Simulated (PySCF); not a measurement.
CH5GeO2, GeH6N2, B2GeH3O, BGeH3N and others (calculated)

Computed with PySCF 2.14.0. Calculation on a computer-drawn molecule: the log of a Hartree-Fock and frozen-core CCSD(T) single point meant for a local Hartree-Fock minimum, with one planted fault or none, to be diagnosed. Offsets are logged minus clean, where the clean run is the same molecule without the fault. The reference is restricted for singlets and unrestricted otherwise, and also for a bond in bohr or an excited solution. Adding or removing an electron swaps singlet and doublet. The excited solution moves the top pair (singlet) or top alpha electron (doublet) to the lowest empty orbital. Highest occupied and lowest empty are orbital energies over both spins, largest force is the largest gradient component, triples share is (T) over the correlation energy, the T1 limit is 0.02 restricted and 0.045 unrestricted, electrons count all cores, a negative frequency is imaginary (commonest isotopes), and the dipole is about the centre of nuclear charge; on germanium a core potential holds 10 electrons, which the energies leave out, and 3d is frozen in MP2 and coupled-cluster steps.

Common to all runs: logged SCF converged yes; possible faults no fault, one electron removed, one electron added, multiplicity raised by two, geometry at a saddle point, SCF held on an excited solution, minimal basis STO-3G, one bond length entered in bohr, all coordinates scaled.

```json
{"entry": 1, "formula": "CH5GeO2", "logged_structure": {"atoms_angstrom": [["O", -1.4379, -0.8231, -0.1366], ["C", -1.2173, -1.537, 1.0331], ["O", 0.0529, -2.0814, 1.0838], ["Ge", 1.5177, -1.064, 0.8812], ["H", -1.4059, -1.4228, -0.8692], ["H", -1.381, -0.8277, 1.8468], ["H", -1.9235, -2.3645, 1.1324], ["H", 1.3101, 0.2445, 1.667], ["H", 2.6516, -1.9216, 1.46]]}, "given": {"meant_charge": 0, "meant_multiplicity": 2, "meant_basis": "cc-pVDZ", "meant_basis_and_core_potential_on_germanium": "cc-pVDZ-PP ECP10MDF", "logged_electrons": 59, "logged_basis_functions": 90, "logged_spin_squared": 0.7541, "logged_highest_occupied [eV]": -9.001, "logged_lowest_empty [eV]": 1.1484, "logged_largest_force [hartree/bohr]": 1.2851e-05, "logged_lowest_frequency [cm^-1]": 92.42, "logged_T1_diagnostic": 0.015147, "logged_D1_diagnostic": 0.070188, "logged_triples_share": 0.024624, "logged_CC_converged": "yes", "logged_dipole_magnitude [debye]": 0.64045, "logged_SCF_stable_within_its_kind": "yes", "logged_energy_HF [hartree]": -483.86306, "logged_energy_CCSD(T) [hartree]": -484.50799, "drawn_bonds_atom": [1, 2, 3, 1, 2, 2, 4, 4], "drawn_bonds_other_atom": [2, 3, 4, 5, 6, 7, 8, 9], "drawn_bonds_order": [1, 1, 1, 1, 1, 1, 1, 1]}, "results": {"planted_fault": "no fault", "HF_energy_offset_from_clean_run [kcal/mol]": 0.0, "CCSD(T)_energy_offset_from_clean_run [kcal/mol]": 0.0}}
{"entry": 2, "formula": "GeH6N2", "logged_structure": {"atoms_angstrom": [["N", 0.833, -0.265, 2.9468], ["Ge", 2.5898, -0.2329, 2.3949], ["N", 3.1699, 1.2428, 1.4582], ["H", 0.1526, -0.2605, 2.2059], ["H", 0.5795, 0.452, 3.6052], ["H", 3.4417, -0.3064, 3.66], ["H", 2.7757, -1.4329, 1.4693], ["H", 2.724, 1.3855, 0.568], ["H", 3.1366, 2.111, 1.9651]]}, "given": {"meant_charge": 0, "meant_multiplicity": 1, "meant_basis": "cc-pVDZ", "meant_basis_and_core_potential_on_germanium": "cc-pVDZ-PP ECP10MDF", "logged_electrons": 52, "logged_basis_functions": 81, "logged_spin_squared": 0.0, "logged_highest_occupied [eV]": -1.7983, "logged_lowest_empty [eV]": -4.815, "logged_largest_force [hartree/bohr]": 0.064322, "logged_CC_converged": "no", "logged_dipole_magnitude [debye]": 0.37433, "logged_SCF_stable_within_its_kind": "no", "logged_energy_HF [hartree]": -405.13786, "drawn_bonds_atom": [1, 2, 1, 1, 2, 2, 3, 3], "drawn_bonds_other_atom": [2, 3, 4, 5, 6, 7, 8, 9], "drawn_bonds_order": [1, 1, 1, 1, 1, 1, 1, 1]}, "results": {"planted_fault": "SCF held on an excited solution", "HF_energy_offset_from_clean_run [kcal/mol]": 407.5}, "notes": ["CCSD not converged"]}
{"entry": 3, "formula": "B2GeH3O", "logged_structure": {"atoms_angstrom": [["O", -1.3811, 1.6527, -3.5581], ["B", -1.1924, 1.1897, -2.479], ["B", -0.894, 0.5357, -0.9515], ["Ge", 0.9592, 0.2826, -0.3004], ["H", -1.7943, 0.2146, -0.2365], ["H", 1.301, -0.3003, 1.0647], ["H", 2.2111, 0.6402, -1.0904]]}, "given": {"meant_charge": 0, "meant_multiplicity": 2, "meant_basis": "cc-pVDZ", "meant_basis_and_core_potential_on_germanium": "cc-pVDZ-PP ECP10MDF", "logged_electrons": 54, "logged_basis_functions": 80, "logged_spin_squared": 0.0, "logged_highest_occupied [eV]": -1.7443, "logged_lowest_empty [eV]": 6.5867, "logged_largest_force [hartree/bohr]": 0.036853, "logged_T1_diagnostic": 0.020074, "logged_D1_diagnostic": 0.060258, "logged_triples_share": 0.03792, "logged_CC_converged": "yes", "logged_dipole_magnitude [debye]": 3.4412, "logged_SCF_stable_within_its_kind": "yes", "logged_energy_HF [hartree]": -419.40801, "logged_energy_CCSD(T) [hartree]": -419.91586, "drawn_bonds_atom": [1, 2, 3, 3, 4, 4], "drawn_bonds_other_atom": [2, 3, 4, 5, 6, 7], "drawn_bonds_order": [2, 1, 1, 1, 1, 1]}, "results": {"planted_fault": "one electron added", "HF_energy_offset_from_clean_run [kcal/mol]": -24.31, "CCSD(T)_energy_offset_from_clean_run [kcal/mol]": -47.94}, "notes": ["T1 above single-reference limit"]}
{"entry": 4, "formula": "BGeH3N", "logged_structure": {"atoms_angstrom": [["N", 0.8355, 1.5979, -1.9751], ["B", 0.9577, 0.8906, -0.949], ["Ge", 0.9544, -0.3815, 0.7523], ["H", 0.8197, 2.1804, -2.7648], ["H", 2.373, -1.045, 0.4309], ["H", 1.5169, 0.7288, 1.7556]]}, "given": {"meant_charge": -1, "meant_multiplicity": 1, "meant_basis": "aug-cc-pVDZ", "meant_basis_and_core_potential_on_germanium": "aug-cc-pVDZ-PP ECP10MDF", "logged_electrons": 48, "logged_basis_functions": 105, "logged_spin_squared": 2.0063, "logged_highest_occupied [eV]": 0.72567, "logged_lowest_empty [eV]": 2.755, "logged_largest_force [hartree/bohr]": 0.04888, "logged_T1_diagnostic": 0.054978, "logged_D1_diagnostic": 0.29233, "logged_triples_share": 0.042126, "logged_CC_converged": "yes", "logged_dipole_magnitude [debye]": 10.694, "logged_SCF_stable_within_its_kind": "yes", "logged_energy_HF [hartree]": -374.19372, "logged_energy_CCSD(T) [hartree]": -374.58776, "drawn_bonds_atom": [1, 2, 1, 3, 3], "drawn_bonds_other_atom": [2, 3, 4, 5, 6], "drawn_bonds_order": [2, 1, 1, 1, 1]}, "results": {"planted_fault": "multiplicity raised by two", "HF_energy_offset_from_clean_run [kcal/mol]": 52.87, "CCSD(T)_energy_offset_from_clean_run [kcal/mol]": 65.56}, "notes": ["T1 above single-reference limit", "highest electron not bound in this basis"]}
{"entry": 5, "formula": "BGeH4NSi", "logged_structure": {"atoms_angstrom": [["B", -1.7825, -2.4422, 0.185], ["N", -1.1927, -1.3501, 0.1697], ["Si", -0.4236, 0.1855, 0.1562], ["Ge", -2.0236, 2.0408, 0.4915], ["H", -2.3361, -3.4754, 0.1989], ["H", 0.6025, 0.2245, 1.2297], ["H", 0.2733, 0.3684, -1.1429], ["H", -0.8476, 3.1012, 0.3901]]}, "given": {"meant_charge": 0, "meant_multiplicity": 1, "meant_basis": "cc-pV(D+d)Z", "meant_basis_and_core_potential_on_germanium": "cc-pVDZ-PP ECP10MDF", "logged_electrons": 62, "logged_basis_functions": 94, "logged_spin_squared": 0.0, "logged_highest_occupied [eV]": -5.8043, "logged_lowest_empty [eV]": -2.0351, "logged_largest_force [hartree/bohr]": 0.053302, "logged_dipole_magnitude [debye]": 3.3126, "logged_SCF_stable_within_its_kind": "no", "logged_energy_HF [hartree]": -663.61347, "drawn_bonds_atom": [1, 2, 3, 1, 3, 3, 4], "drawn_bonds_other_atom": [2, 3, 4, 5, 6, 7, 8], "drawn_bonds_order": [2, 1, 1, 1, 1, 1, 1]}, "results": {"planted_fault": "SCF held on an excited solution", "HF_energy_offset_from_clean_run [kcal/mol]": 107.9}, "notes": ["coupled-cluster numbers left out as unreliable"]}
{"entry": 6, "formula": "AlBGeH4N", "logged_structure": {"atoms_angstrom": [["Al", 2.5568, 1.6198, 2.2831], ["B", 1.1351, 0.3979, 1.1647], ["N", 0.2819, -0.3162, 0.5225], ["Ge", -0.8037, -1.3795, -0.5593], ["H", 2.8001, 3.1655, 1.8533], ["H", 3.3603, 0.974, 3.536], ["H", -1.2351, -2.6725, 0.2417], ["H", -2.0662, -0.5438, -1.0144]]}, "given": {"meant_charge": 0, "meant_multiplicity": 2, "meant_basis": "cc-pV(D+d)Z", "meant_basis_and_core_potential_on_germanium": "cc-pVDZ-PP ECP10MDF", "logged_electrons": 61, "logged_basis_functions": 94, "logged_spin_squared": 0.7597, "logged_highest_occupied [eV]": -8.4559, "logged_lowest_empty [eV]": 0.30869, "logged_largest_force [hartree/bohr]": 0.028122, "logged_T1_diagnostic": 0.019527, "logged_D1_diagnostic": 0.060908, "logged_triples_share": 0.037465, "logged_CC_converged": "yes", "logged_dipole_magnitude [debye]": 0.82944, "logged_SCF_stable_within_its_kind": "yes", "logged_energy_HF [hartree]": -616.73609, "logged_energy_CCSD(T) [hartree]": -617.18024, "drawn_bonds_atom": [1, 2, 3, 1, 1, 4, 4], "drawn_bonds_other_atom": [2, 3, 4, 5, 6, 7, 8], "drawn_bonds_order": [1, 2, 1, 1, 1, 1, 1]}, "results": {"planted_fault": "all coordinates scaled, by +2.9 %", "HF_energy_offset_from_clean_run [kcal/mol]": 4.002, "CCSD(T)_energy_offset_from_clean_run [kcal/mol]": 0.6865}}
{"entry": 7, "formula": "AlGeH2O", "logged_structure": {"atoms_angstrom": [["O", -3.0016, 0.0, 0.0], ["Al", -1.4017, 0.0, 0.0], ["Ge", 0.9103, 0.0, 0.0], ["H", 1.7465, 1.2765, 0.0], ["H", 1.7465, -1.2765, 0.0]]}, "given": {"meant_charge": -1, "meant_multiplicity": 1, "meant_basis": "aug-cc-pV(D+d)Z", "meant_basis_and_core_potential_on_germanium": "aug-cc-pVDZ-PP ECP10MDF", "logged_electrons": 56, "logged_basis_functions": 105, "logged_spin_squared": 0.0, "logged_highest_occupied [eV]": -1.9725, "logged_lowest_empty [eV]": 3.3712, "logged_largest_force [hartree/bohr]": 4.0145e-05, "logged_lowest_frequency [cm^-1]": -522.81, "logged_T1_diagnostic": 0.024827, "logged_D1_diagnostic": 0.064258, "logged_triples_share": 0.042343, "logged_CC_converged": "yes", "logged_dipole_magnitude [debye]": 4.7924, "logged_SCF_stable_within_its_kind": "yes", "logged_energy_HF [hartree]": -611.33254, "logged_energy_CCSD(T) [hartree]": -611.75372, "drawn_bonds_atom": [1, 2, 3, 3], "drawn_bonds_other_atom": [2, 3, 4, 5], "drawn_bonds_order": [2, 1, 1, 1]}, "results": {"planted_fault": "geometry at a saddle point", "HF_energy_offset_from_clean_run [kcal/mol]": 20.82, "CCSD(T)_energy_offset_from_clean_run [kcal/mol]": 23.59}, "notes": ["T1 above single-reference limit"]}
{"entry": 8, "formula": "CH8Ge2Si", "logged_structure": {"atoms_angstrom": [["C", -1.9199, -1.2658, 1.2903], ["Si", -0.167, -0.6278, -1.3347], ["Ge", 0.7867, 1.5548, -1.6169], ["Ge", 0.1658, -2.3421, -2.9788], ["H", -2.3737, -2.2355, 1.4678], ["H", -2.1017, -0.5275, 2.0647], ["H", 0.2656, 2.2079, -2.9018], ["H", 0.4068, 2.4258, -0.4172], ["H", 2.3136, 1.4663, -1.715], ["H", -0.3885, -1.8996, -4.3374], ["H", -0.5559, -3.6143, -2.5284], ["H", 1.6592, -2.6409, -3.15]]}, "given": {"meant_charge": 0, "meant_multiplicity": 1, "meant_basis": "cc-pV(D+d)Z", "meant_basis_and_core_potential_on_germanium": "cc-pVDZ-PP ECP10MDF", "logged_electrons": 92, "logged_basis_functions": 123, "logged_spin_squared": 1.6745, "logged_highest_occupied [eV]": -7.9942, "logged_lowest_empty [eV]": 0.96093, "logged_largest_force [hartree/bohr]": 0.01275, "logged_T1_diagnostic": 0.029068, "logged_D1_diagnostic": 0.11584, "logged_triples_share": 0.03411, "logged_CC_converged": "yes", "logged_dipole_magnitude [debye]": 1.4894, "logged_SCF_stable_within_its_kind": "yes", "logged_energy_HF [hartree]": -918.01669, "logged_energy_CCSD(T) [hartree]": -918.48756, "drawn_bonds_atom": [1, 2, 2, 1, 1, 3, 3, 3, 4, 4, 4], "drawn_bonds_other_atom": [2, 3, 4, 5, 6, 7, 8, 9, 10, 11, 12], "drawn_bonds_order": [2, 1, 1, 1, 1, 1, 1, 1, 1, 1, 1]}, "results": {"planted_fault": "one bond length entered in bohr, row 1 of the drawn bonds", "HF_energy_offset_from_clean_run [kcal/mol]": 89.08, "CCSD(T)_energy_offset_from_clean_run [kcal/mol]": 121.9}}
```
